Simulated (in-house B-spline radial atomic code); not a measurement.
Values are calculated unless marked as measured or tabulated.
# C6 from the polarisability at imaginary frequency: C4+

BLYP linear response of the closed shell 1s2, from a B-spline radial code for spherical atoms; scalar-relativistic (spin-free one-electron X2C), finite nucleus, no spin-orbit coupling.

The dispersion coefficient of two like species is C6 = (3/π) ∫ α(iu)² du from 0 to ∞.

```
u (hartree)  α(iu) (bohr³)
          0        0.00925
      0.335       0.009244
      0.783       0.009214
       1.34       0.009144
       2.24       0.008959
       3.35       0.008626
       5.03       0.007964
       7.83        0.00669
       11.2       0.005256
       16.8       0.003515
         28       0.001766
       55.9      0.0005563
```

Problem. Fit one oscillator, α(iu) = α(0)/(1 + u²/ω²), through u = 5.03 and estimate C6.

Solution. From α(0)/α(iu) − 1 = 0.00925/0.007964 − 1 = 0.1615, ω = u/√0.1615 = 12.5174 hartree (340.6 eV). London's formula gives C6 = (3/4) α(0)² ω = 0.75 × 0.00925² × 12.5174 = 0.0008033 hartree·bohr⁶, and the oscillator holds f = α(0) ω² = 1.45 electrons, of a sum of oscillator strengths of 2.0.

Problem. How does that compare with the full integral?

Solution. The program's quadrature over all excitations gives C6 = 0.0008371, so the single oscillator is off by -4.0 %. At the last point the fit gives α = 0.000442 against 0.000556: higher excitations, and deeper shells where there are any, keep the true curve higher at large u.
